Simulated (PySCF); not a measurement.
A calculated (UHF, PySCF 2.14, dyall-av2z, no relativity, point nucleus) atom or ion has these occupied shells.

```json
{"shell": "1s α", "electrons": "1", "orbital energy (eV)": "-3244.0", "rms radius, mean of both spins (bohr)": "0.0998"}
{"shell": "1s β", "electrons": "1", "orbital energy (eV)": "-3243.1", "rms radius, mean of both spins (bohr)": "0.0998"}
{"shell": "2s α", "electrons": "1", "orbital energy (eV)": "-351.45", "rms radius, mean of both spins (bohr)": "0.449"}
{"shell": "2s β", "electrons": "1", "orbital energy (eV)": "-349.91", "rms radius, mean of both spins (bohr)": "0.449"}
{"shell": "2p α", "electrons": "3", "orbital energy (eV)": "-276.66", "rms radius, mean of both spins (bohr)": "0.417"}
{"shell": "2p β", "electrons": "3", "orbital energy (eV)": "-275.88", "rms radius, mean of both spins (bohr)": "0.417"}
{"shell": "3s α", "electrons": "1", "orbital energy (eV)": "-49.805", "rms radius, mean of both spins (bohr)": "1.47"}
{"shell": "3p α", "electrons": "3", "orbital energy (eV)": "-30.215", "rms radius, mean of both spins (bohr)": "1.70"}
{"shell": "3p β", "electrons": "3", "orbital energy (eV)": "-26.063", "rms radius, mean of both spins (bohr)": "1.70"}
```

(1) Name the element and its charge.

Answers

(1) Ar⁺ (argon, charge +1), in [Ne] 3s1 3p6, 2S determinant (an excited configuration).
